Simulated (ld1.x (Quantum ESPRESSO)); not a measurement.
# Varying the TM potential for S (Z = 16)

Base potential:

ld1.x (Quantum ESPRESSO) 7.5 input, shortened:

```
&input
   title='S', zed=16., rel=1, dft='PW91', iswitch=3,
   config='[Ne] 3s2 3p4 3d-2'
 /
 &inputp
   pseudotype=2, tm=.true., lloc=-1, rcloc=1.40,
   nlcc=.false.
 /
3
3S  1  0   2.00   0.00  1.45  1.45  0.0
3P  2  1   4.00   0.00  1.80  1.80  0.0
3D  3  2  -2.00  -0.10  1.65  1.65  0.0
 &test
   configts(1)='3s2 3p4'
 /
```

All-electron outer shells of the reference configuration (PW91, scalar-relativistic, ld1.x):

| shell | level (eV) | outermost node (bohr) | outermost maximum (bohr) |
| --- | --- | --- | --- |
| 2s | -211.79 | 0.13 | 0.39 |
| 2p | -156.71 | – | 0.33 |
| 3s | -17.30 | 0.60 | 1.40 |
| 3p | -7.06 | 0.58 | 1.61 |

Cutoffs, loose and tight: the cutoffs (Ry, on a coarse ladder) from which the occupation-weighted sum of valence levels, in a spherical-Bessel basis at the reference potential, stays within 10 and 1 mRy of its value at 400 Ry. They do not see the model core or the augmentation charge, which bear on the density cutoff. Test errors are all-electron minus pseudo excitation energies from the reference, over the configurations 3s2 3p3; 3s2 3p2; 3s2 3p1; 3s1 3p4; 3s2 3p4.3; 3s2 3p3.5; 3s1 3p5. A dash means not determined; rows that change the core or the reference have their own tests. The largest error is taken over the tests solved by every variant that gives reliable tests at all: 3s1 3p5; 3s2 3p3; 3s2 3p3.5; 3s2 3p4.3.

A true bound ghost makes a file unfit for plane-wave use even where its test errors are small: the radial tests pick states by their node count and pass the ghost by. Where a test does run into it, the solver fails or the error is huge.

```csv
change,outcome,"cutoff, loose","cutoff, tight",bound ghosts,largest test error (meV)
base,generated,30 Ry,60 Ry,none,+3.5
local potential all-electron potential smoothed inside 1.16 bohr (lloc = -1),generated,30 Ry,60 Ry,none,+3.8
local potential all-electron potential smoothed inside 1.26 bohr (lloc = -1),generated,30 Ry,60 Ry,none,+3.7
local potential all-electron potential smoothed inside 1.46 bohr (lloc = -1),generated,30 Ry,60 Ry,none,+3.4
local potential all-electron potential smoothed inside 1.70 bohr (lloc = -1),generated,35 Ry,60 Ry,none,+2.9
local potential all-electron potential smoothed inside 1.88 bohr (lloc = -1),generated,35 Ry,60 Ry,none,+2.3
```

(1) What comes out with this change to the base: local potential all-electron potential smoothed inside 0.94 bohr (lloc = -1)?

(2) What comes out with this change to the base: local potential all-electron potential smoothed inside 2.10 bohr (lloc = -1)?

(3) What comes out with this change to the base: local potential all-electron potential smoothed inside 0.74 bohr (lloc = -1)?

Answers

(1) outcome: generated; cutoff, loose: 25 Ry; cutoff, tight: 35 Ry; bound ghosts: s; largest test error (meV): -9.9.

(2) outcome: generated; cutoff, loose: 35 Ry; cutoff, tight: 60 Ry; bound ghosts: none; largest test error (meV): -0.4.

(3) outcome: generated; cutoff, loose: 50 Ry; cutoff, tight: 60 Ry; bound ghosts: s; largest test error (meV): +1.5.

Reading the sweep of the rcloc (base included, trends over the rows without a ghost): The loose cutoff stays near 30 Ry. The median size of the test errors (rows with all tests solved) falls from 3.8 meV at 1.16 to 0.4 meV at 2.1 bohr. Bound ghosts are found at 0.74, 0.94 bohr.
